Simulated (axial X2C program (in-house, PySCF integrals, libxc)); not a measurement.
Potential curves of RuB⁺, scalar-relativistic

Calculated with an in-house all-electron X2C program for linear molecules (integrals from PySCF). Spin-free means the one-electron spin-free X2C Hamiltonian. Basis: Ru dyall-cv3z [12s12p8d5f3g], B dyall-v3z [7s6p2d1f] (cores contracted in-house); Gaussian nuclei, density fitting, unrestricted open shells. Masses: Ru 101.904 u, B 11.009 u.

State: M_S = 1, Λ = 0 (beyond evenly filled blocks: δ+α, δ-α). Energies in kJ/mol from the fragments at the same level (Ru+ + B). Fits are polynomials in 1 − R0/R over 0.85 to 1.23 times the lowest point R0.

```
 R (Å)     PBE0    TPSSh
1.5242  -345.30  -335.32
1.5943  -398.66  -392.33
1.6469  -421.42  -417.67
1.6994  -432.96  -431.59
1.7520  -435.89  -436.66
1.8133  -431.14  -434.09
1.8746  -420.09  -424.82
1.9535  -399.80  -406.23
2.0498  -369.96  -377.62
2.1900  -323.65  -331.74
```

Occupations by symmetry block were frozen at the best pattern of an incomplete PBE0 search. De is counted from the lowest determinant-based energies of the atoms at the same level, without counterpoise correction. Without a current term, density functionals place determinants with orbital angular momentum somewhat too high. The determinant is spin-polarised beyond a pure state at some levels (its spin-free form has ⟨S²⟩ too high), which makes Re and μ there less reliable.

Problem. Fit the PBE0 curve near its minimum: give the equilibrium distance, the harmonic wavenumber and the well depth.

Solution. At PBE0, spin-free: Re = 1.747 Å, ωe ≈ 830 cm⁻¹, De = 4.52 eV to Ru+ + B; Be follows as 0.556 cm⁻¹.

Problem. What are Re, ωe and De at the TPSSh level?

Solution. At TPSSh, spin-free: Re = 1.763 Å, ωe ≈ 811 cm⁻¹, De = 4.53 eV to Ru+ + B; Be follows as 0.546 cm⁻¹.
